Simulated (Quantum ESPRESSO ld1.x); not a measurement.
The numbers below are computed, except where a source is named.
Task: The mean radii <r> (bohr) of the occupied orbitals of an atom or ion are listed with their occupations. Level of theory: scalar-relativistic Kohn-Sham, LDA (Slater exchange, Perdew-Zunger correlation), spin-polarised, spherical densities, point nucleus (ld1.x of Quantum ESPRESSO 7.5).

| orbital | occ. | <r> |
|---|---|---|
| 1s up | 1 | 0.03432 |
| 1s down | 1 | 0.03432 |
| 2s up | 1 | 0.1498 |
| 2s down | 1 | 0.1498 |
| 2p up | 3 | 0.1304 |
| 2p down | 3 | 0.1304 |
| 3s up | 1 | 0.4161 |
| 3s down | 1 | 0.4160 |
| 3p up | 3 | 0.4168 |
| 3p down | 3 | 0.4167 |
| 3d up | 5 | 0.3991 |
| 3d down | 5 | 0.3988 |
| 4s up | 1 | 1.044 |
| 4s down | 1 | 1.041 |
| 4p up | 3 | 1.142 |
| 4p down | 3 | 1.140 |
| 4d up | 3 | 1.436 |

Name the element and its charge. Open shells, if any, are filled with parallel spins first.

Result: Z = 43, technetium, charge +4: Tc4+ in [Kr] 4d3. The 1s radius gives Z: for a bare nucleus <r> = (2 gamma + 1)/(2Z) with gamma = sqrt(1 - (Z/c)^2), 0.03371 bohr for Z = 43, and screening makes it slightly larger (0.03432 here). The occupations add up to 39, and the charge is Z minus that.
